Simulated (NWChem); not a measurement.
Atomisation of H3Si2

```
Si
H 1 1.4997
H 1 1.4997 2 108.02
H 1 1.5079 2 107.47 3 -115.68
Si 1 2.3817 2 116.09 4 -111.93
```
Charge 0, spin multiplicity 2.

Program: NWChem. Structure: optimised with UPBE0/def2-SVP, a minimum by its harmonic frequencies.

Basis set: def2-TZVP. The atomisation energy is electronic alone: no zero-point, thermal, spin-orbit or counterpoise terms. No value is extrapolated to the basis-set limit. Free atoms are single determinants with multiplicities Si 3, H 2.

B3LYP has NWChem's definition, with VWN1-RPA local correlation. This spin state was chosen for the runs; another may lie lower. The structure started from a generated list of species. The unpaired electrons of the parent sit in orbitals of symmetry a" (Cs labels of the run); other states weren't searched. The stability of the SCF solutions was not checked.

**Question.** For the atomisation energy, PBE0 gives 281.9 kcal/mol and B3LYP gives 284.9 kcal/mol. What do BLYP, BP86, PBE give?

**Answer.** BLYP: 280.7 kcal/mol; BP86: 291.2 kcal/mol; PBE: 282.5 kcal/mol.
